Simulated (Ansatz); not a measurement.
V2N2, relaxed as a triplet with UKS PBE-D4/def2-SVP in Ansatz, starting from the PBE-D4/def2-SVP geometry of the neutral singlet. Force threshold 0.02 eV/Å.

At PBE-D4/def2-SVP a singlet of charge 0 lies 0.35 eV below the triplet, each at its own geometry. The structure comes from a short search, and lower isomers may exist.

Start:

```xyz
4

V    -1.080   -0.028   -0.521
V     0.740   -0.590   -0.737
N     0.021   -0.307    0.972
N     0.320    0.925    0.286
```

(1) Estimate the energy that the relaxation releases and the steps that it takes.

(2) Does the start keep its bonding and symmetry?

(3) Predict the relaxed structure.

Results:

(1) 0.19 eV, in 5 steps; 27 s on 4 threads of Arm Neoverse V1 on a shared host. No frequencies were taken in this run, so the end may be a saddle point.

(2) By distances, no bond broke or formed. The bond that changes most is N3–N4, from 1.44 to 1.34 Å (atoms count from 1). Point group C2v at the start, C2v at the end, both within 0.05 Å.

(3) 
Cartesian coordinates in Å:
```
V -1.115 -0.034 -0.547
V 0.759 -0.613 -0.769
N 0.039 -0.249 0.977
N 0.317 0.895 0.339
```
Bond lengths (bridged metal pairs left out): 4 × N–V 1.92 Å; 1 × N–N 1.34 Å.
